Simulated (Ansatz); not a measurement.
C2H6Cd, charge -1, doublet, geometry from GFN2-xTB (such geometries of metal compounds can be far from the true shape) (a state made from the parent by changing its charge; the spin is typed, not shown lowest) (all electrons, no relativity) (a gas-phase anion, which may not be bound at this level). Base run: HF/3-21G run with Ansatz (a first-principles code).

Geometry (Å):
```xyz
9

Cd    -0.2379    -0.1512    -0.3173
C      2.3277     0.6488    -0.6648
H      2.9747     0.0560     0.0045
H      2.4162     1.6958    -0.3275
H      2.8019     0.6089    -1.6591
C     -1.1630     0.0916     2.2182
H     -2.1885    -0.2190     2.4772
H     -1.0793     1.1488     2.5233
H     -0.4950    -0.4746     2.8897
```
Charge -1, spin multiplicity 2.
Orbitals are unrestricted.
All else is at Ansatz's defaults.

Each row names what was changed in the base input (with any setting that the change needs).

```csv
change,basis functions,E (Eh)
base,69,-5518.87320
basis = ANO-RCC-VDZP; relativity = spin-free X2C; nucleus = Gaussian,101,-5670.31250
basis = x2c-SVPall; relativity = spin-free X2C,114,-5669.96199
basis = x2c-SVPall; relativity = spin-free X2C; nucleus = Gaussian,114,-5669.86404
basis = jorge-DZP-DKH; relativity = spin-free X2C,108,-5664.40670
basis = ANO-RCC-VDZP; relativity = spin-free X2C,101,-5670.44259
basis = x2c-SVPall; relativity = none,114,-5440.24594
basis = ANO-RCC-VDZP; relativity = none,101,-5409.55776
basis = jorge-DZP-DKH; relativity = none,108,-5496.71934
basis = jorge-DZP-DKH; relativity = spin-free X2C; nucleus = Gaussian,108,-5664.29700
```

Absolute energies of different levels of theory aren't comparable as measures of quality.

Ansatz warned in this series: the basis is contracted for relativity, which the run leaves out.

A gas-phase anion may not be bound at this level; its values then depend on the basis.

Basis sets contracted for a relativistic Hamiltonian are a mismatch without it, so the rows without relativity aren't non-relativistic limits. No row has spin-orbit coupling; sets with core potentials leave out the core electrons.
